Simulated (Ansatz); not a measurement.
Geometry optimisation, RKS B3LYP/def2-SVP in Ansatz.

The input (input.yaml):

```yaml
crystal:
  periodic: [false, false, false]
  atoms:
    - { symbol: Zr, position_ang: [0.0, 0.0, 0.0] }
    - { symbol: Cl, position_ang: [0.0, 0.0, 2.52] }
    - { symbol: "N", position_ang: [2.084, 0.0, -0.7359] }
    - { symbol: H, position_ang: [2.5823, -0.918, -0.9166] }
    - { symbol: H, position_ang: [2.5853, 0.918, -0.9082] }
    - { symbol: O, position_ang: [-0.975, 1.6891, -0.6893] }
    - { symbol: H, position_ang: [-1.9328, 1.4584, -0.9117] }
    - { symbol: Cl, position_ang: [-1.1869, -2.0563, -0.8392] }
basis:
  gaussian: { orbitals: def2-SVP }
hamiltonian:
  xc: b3lyp
relax:
  f_tol: 0.02
  max_steps: 40
output:
  orbitals: {}
```

Command:

```bash
$ ansatz run input.yaml --threads 4 --pin off --max-ram 5120MiB --backend cpu --events-out ev --progress --plain --runs-dir out
```

Where does it end, and by what steps?

The forces met the threshold. After 8 steps the energy has fallen by 1.190 eV; H7 moved furthest, 0.68 Å.

```json
{"step": "0", "energy less start (eV)": "0.0000", "largest force component (eV/Å)": "2.797", "accepted": "yes"}
{"step": "1", "energy less start (eV)": "-0.9123", "largest force component (eV/Å)": "1.509", "accepted": "yes"}
{"step": "2", "energy less start (eV)": "-1.0301", "largest force component (eV/Å)": "1.018", "accepted": "yes"}
{"step": "3", "energy less start (eV)": "-1.0605", "largest force component (eV/Å)": "1.253", "accepted": "yes"}
{"step": "4", "energy less start (eV)": "-1.1599", "largest force component (eV/Å)": "0.216", "accepted": "yes"}
{"step": "5", "energy less start (eV)": "-1.1816", "largest force component (eV/Å)": "0.512", "accepted": "yes"}
{"step": "6", "energy less start (eV)": "-1.1848", "largest force component (eV/Å)": "0.448", "accepted": "yes"}
{"step": "7", "energy less start (eV)": "-1.1872", "largest force component (eV/Å)": "0.224", "accepted": "yes"}
{"step": "8", "energy less start (eV)": "-1.1901", "largest force component (eV/Å)": "0.019", "accepted": "yes"}
```

```xyz
8
Properties=species:S:1:pos:R:3
Zr -0.031 -0.139 -0.004
Cl 0.026 -0.197 2.380
N 1.856 0.035 -0.699
H 2.603 -0.637 -0.515
H 2.230 0.784 -1.281
O -0.967 1.381 -0.672
H -1.609 2.059 -0.902
Cl -0.949 -2.196 -0.788
```

Whether the end is a true minimum wasn't checked by a vibrational analysis.

Time of the run: 23 s on 4 threads of Arm Neoverse V1, on a shared host, peak memory 0.27 GiB.
